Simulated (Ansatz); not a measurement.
`NC[SiH2][SiH2]Cl` + `C=C[SiH2][AlH2]` → `C=C[SiH2][SiH2]Cl` + `NC[SiH2][AlH2]`  (redistribution)

Isolated molecules relaxed with PBE0-D4/def2-TZVP in Ansatz; ΔE leaves out vibrations. CCSD(T)/CBS is the MP2 limit (def2-TZVPP, def2-QZVPP) plus CCSD(T) − MP2 in def2-TZVPP, frozen cores. DFT in def2-TZVPP. One conformer a species, not always the lowest.

Is it downhill or uphill in electronic energy at CCSD(T)/CBS, and by how much? (An estimate is asked.)

Computed: Nearly level: ΔE = +0.01 eV.

What do these levels give: PBE-D4, ωB97X-V, B2PLYP, PBE0, MP2/def2-TZVPP, CCSD(T)/def2-TZVPP? (Estimate.)

The calculation gave: PBE-D4 0.01, ωB97X-V 0.01, B2PLYP 0.01, PBE0 0.01, MP2/def2-TZVPP 0.00, CCSD(T)/def2-TZVPP 0.01 eV.

Largest T1 diagnostic among the species: 0.012.
